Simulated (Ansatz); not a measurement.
Complex (SMILES): F (HF) with S (H2S), atoms 1 to 2 the first; geometry from B3LYP-D3(BJ)/def2-TZVP, monomers rigid:
```xyz
5

F      1.0514    -0.0999    -0.0372
H      0.2433     0.3752     0.0204
S     -1.5978     1.6545     0.0327
H     -1.5779     1.8425    -1.2976
H     -0.9121     2.7859     0.2673
```

Interaction energy at PBE0 with Ansatz (an electronic-structure program), kcal/mol, without and with the counterpoise correction (monomers among the partner's ghost functions). Cartesian d functions, on some or all atoms, in 6-31G**; all else is spherical. The program fits the integrals of some runs and decomposes those of others, by size. No added dispersion term, no relativity. Reference, counterpoise-corrected: the value in aug-pcseg-3, -5.99.

```csv
basis,functions,uncorrected,counterpoise,counterpoise correction,mean of both
STO-3G,17,-6.35,-2.08,4.27,-4.22
6-31G,28,-5.97,-4.70,1.28,-5.34
def2-SV(P),38,-7.68,-6.10,1.58,-6.89
6-31G**,49,-5.60,-4.86,0.74,-5.23
def2-SVPD,74,-6.85,-6.04,0.80,-6.44
def2-TZVPD,113,-6.05,-5.94,0.11,-6.00
def2-TZVPP,115,-6.26,-5.88,0.38,-6.07
def2-TZVPPD,142,-6.07,-6.00,0.07,-6.04
aug-cc-pV(T+d)Z,170,-6.07,-5.99,0.08,-6.03
def2-QZVPPD,244,-6.00,-5.99,0.01,-6.00
aug-cc-pV(Q+d)Z,307,-6.02,-6.00,0.02,-6.01
cc-pV(5+d)Z,356,-6.07,-5.96,0.11,-6.01
```

The corrected value lies nearer the reference in 9 of 12 rows.
